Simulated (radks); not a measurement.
Values are calculated unless marked as measured or tabulated.
Charge is removed step by step from the 3s down level of the calcium ion Ca2+, starting from [Ne] 3s(up 1, down 1) 3p6. Level of theory: non-relativistic Kohn-Sham, PBE, spin-polarised, spherical densities, point nucleus (a radial shooting solver on a logarithmic mesh with Libxc functionals).

\begin{tabular}{lrrr}
removed (e) & E - E(0) (eV) & eigenvalue (eV) & E minus straight line (eV) \\ \hline
0 & 0.000 & -61.773 & 0.000 \\
0.25 & 15.955 & -65.877 & -1.560 \\
0.5 & 32.943 & -70.031 & -2.089 \\
0.75 & 50.975 & -74.233 & -1.572 \\
1 & 70.062 & -78.476 & 0.000 \\
\end{tabular}

Removing the whole electron costs 70.062 eV by Delta-SCF, against 61.773 eV from minus the eigenvalue at the starting occupation. Slater's transition state (half an electron removed) gives 70.031 eV. Integrating minus the eigenvalue over the occupation (Janak's theorem) gives 70.062 eV. The mean slope of the eigenvalue, de/dn, is 16.7 eV per electron.
